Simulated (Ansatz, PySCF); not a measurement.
This PySCF input computes a CCSD(T)/cc-pVDZ energy:

```python
from pyscf import gto, scf, mp, cc as ccmod

mol = gto.M(
    atom='''
    B    -0.14391952    0.24558541    0.99692213
    H    -1.16444010    0.80843845    1.34604754
    H     0.81272525    0.38970229    1.73463174
    C    -0.10267751   -0.68821178   -0.21917708
    C     0.26598418    0.35042240   -0.97574782
    H    -0.25342981   -1.70900012   -0.55212619
    H     0.34490222    1.30966859   -0.34361437
    ''',
    basis='cc-pvdz',
    charge=-1,
    spin=0,
    verbose=4,
)

mf = scf.RHF(mol)
mf.conv_tol = 1e-10
mf.max_cycle = 100
mf.kernel()
mp2 = mp.MP2(mf, frozen=3).run()
cc = ccmod.CCSD(mf, frozen=3)
cc.max_cycle = 100
cc.kernel()
et = cc.ccsd_t()
print(f'E(CCSD(T)) = {cc.e_tot + et:.9f}')
```

**Question.** Write an input for the same energy in Ansatz (a program for electronic structure) and say what it gives.

**Answer.** 
Ansatz 0.2 input:
```yaml
crystal:
  periodic: [false, false, false]
  atoms:
    - {symbol: B, position_ang: [-0.14391952, 0.24558541, 0.99692213]}
    - {symbol: H, position_ang: [-1.16444010, 0.80843845, 1.34604754]}
    - {symbol: H, position_ang: [0.81272525, 0.38970229, 1.73463174]}
    - {symbol: C, position_ang: [-0.10267751, -0.68821178, -0.21917708]}
    - {symbol: C, position_ang: [0.26598418, 0.35042240, -0.97574782]}
    - {symbol: H, position_ang: [-0.25342981, -1.70900012, -0.55212619]}
    - {symbol: H, position_ang: [0.34490222, 1.30966859, -0.34361437]}
basis:
  gaussian:
    orbitals: cc-pVDZ
total_charge: -1
magnetization: {spin_polarized: false}
correlation: {method: ccsd_t, electrons: outside_noble_gas}
```
It gives -103.04773 Eh, and PySCF -103.04773 Eh, a difference of 0.00 mEh.

It need not be the lowest isomer of its formula. Whether it binds its extra electron was not tested at this geometry.
